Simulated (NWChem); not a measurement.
Species: SiF2, singlet; SMILES [Si](F)F

All runs: NWChem. Pople sets run with spherical d functions. Low-valent species are run as closed-shell singlets; no triplet was tried in these runs. Structure relaxed at the B3LYP/6-31G* (spherical d) level. Level TPSS/6-31G*: energy and gradient; each run changes one setting, and changes count from the defaults (medium grid, exact Coulomb integrals, symmetry on).

| setting | size of the energy change (μHa) | largest change of a gradient component (μHa/bohr) |
|---|---|---|
| defaults | < 10 | < 30 |
| tight SCF thresholds and tolerances | < 10 | < 30 |
| Coulomb fitting, Weigend set | 100 | 30 |
| Coulomb fitting, Ahlrichs set | 200 | 40 |
